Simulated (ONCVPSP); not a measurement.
Configuration tests for boron (B) (ONCV)

| Property | Result |
| --- | --- |
| Element | boron (B) |
| Generator | ONCVPSP 4.0.1 |
| Type | optimised norm-conserving Vanderbilt (ONCV) |
| Functional | PBEsol |
| Relativity | non-relativistic |
| Frozen core | [He] |
| Valence charge | 3 |
| Reference configuration | 2s2 2p1 |
| Partial waves | 2s: rc 1.20 bohr, ncon 4, nbas 8, qcut 4.5 1/bohr, 2 projectors, debl 3.4 Ha; 2p: rc 2.75 bohr, ncon 4, nbas 8, qcut 4.1 1/bohr, 3 projectors, debl 1.8 Ha |
| Local potential | polynomial inside 0.95 bohr (lpopt 4, dvloc0 0 Ha) |
| Core correction | Teter function, fcfact 4.75, rcfact 1.15 |

Energies are relative to the spin-unpolarised reference configuration 2s2 2p1; without spin polarisation the order of configurations can differ from experiment.

```tsv
valence configuration	charge	ΔE all-electron (eV)	error AE − PS (meV)
2s2 2p0	+1	8.142	+74
2s0 2p3	0	11.643	-63
```

Task: What are ΔE and the potential's error for 2s2 2p0.5?

Result: ΔE = 2.857 eV all-electron; the error (AE − PS) is +11 meV.

Task: What are ΔE and the potential's error for 2s1 2p0?

Result: ΔE = 33.396 eV all-electron; the error (AE − PS) is +249 meV.

Levels in the configuration 2s2 2p0.5:

| level | all-electron (eV) | pseudo (eV) |
| --- | --- | --- |
| 2s | -14.022 | -13.992 |
| 2p | -8.012 | -7.955 |
